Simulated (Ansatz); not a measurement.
Z-matrix (Å, degrees):
```
C
Si 1 1.870
H 1 1.092 2 111.0
H 1 1.094 2 111.0 3 120.0
H 1 1.094 2 111.0 3 -120.3
C 2 1.870 1 109.3 3 178.0
N 2 1.734 1 111.5 3 -58.2
H 2 1.491 1 109.5 3 58.2
H 6 1.094 2 111.0 1 61.9
H 6 1.092 2 111.0 1 -178.1
H 6 1.094 2 111.1 1 -57.8
Al 7 1.779 2 129.7 1 119.9
H 7 1.013 2 114.5 1 -60.3
H 12 1.585 7 117.5 2 179.9
H 12 1.581 7 118.9 2 -0.1
```

Charge 0, multiplicity 1.

List the PBE/def2-TZVPP orbital energies in eV (Ansatz 0.2.0). (Estimate.)

The calculation gave: Occupied: -1779.26, -1506.19, -379.75, -268.32, -268.32, -136.96, -106.50, -93.71, -93.68, -93.66, -68.61, -68.38, -68.37, -20.31, -17.31, -16.73, -12.32, -10.93, -10.13, -9.96, -9.58, -9.52, -9.22, -7.94, -7.74, -7.41, -6.96, -6.20. Lowest empty: -1.56, -0.36, 0.47, 0.66, 0.86, 1.30, 1.60, 1.91.
